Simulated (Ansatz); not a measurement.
Start from `CCC(O)(F)F` and change one atom or group to get `OC(F)(F)[SiH3]`.

Ansatz, PBE0-D4/def2-TZVP geometries, multiplicity 1. Each molecule was computed in one conformer, which needn't be the lowest.

```
                                          property  `CCC(O)(F)F`
                 LUMO energy (PBE/def2-TZVPP) / eV          0.33
               HOMO–LUMO gap (PBE/def2-TZVPP) / eV          8.14
size of the dipole moment (ωB97M-V/def2-TZVPP) / D          0.76
  size of the dipole moment (B3LYP/def2-TZVPP) / D          0.77
               LUMO energy (B3LYP/def2-TZVPP) / eV          0.80
                HOMO energy (PBE0/def2-TZVPP) / eV         -9.70
```

Problem. Give the same properties after the change, and the shifts. (Best estimate.)

Solution. Ansatz gave: 
```
                                          property  `OC(F)(F)[SiH3]`  shift
                 LUMO energy (PBE/def2-TZVPP) / eV             -0.45  -0.78
               HOMO–LUMO gap (PBE/def2-TZVPP) / eV              7.40  -0.74
size of the dipole moment (ωB97M-V/def2-TZVPP) / D              0.79   0.03
  size of the dipole moment (B3LYP/def2-TZVPP) / D              0.79   0.02
               LUMO energy (B3LYP/def2-TZVPP) / eV              0.13  -0.67
                HOMO energy (PBE0/def2-TZVPP) / eV             -9.38   0.32
```

With PBE0 the HOMO rises by 0.32 eV and the LUMO falls by 0.85 eV, so the gap narrows by about 1.17 eV. PBE moves the HOMO by -0.04 eV and ωB97M-V by 0.52 eV. Dipoles are sizes alone; their direction can turn.

B3LYP here is the variant with VWN-RPA as its local correlation; programs differ in this.
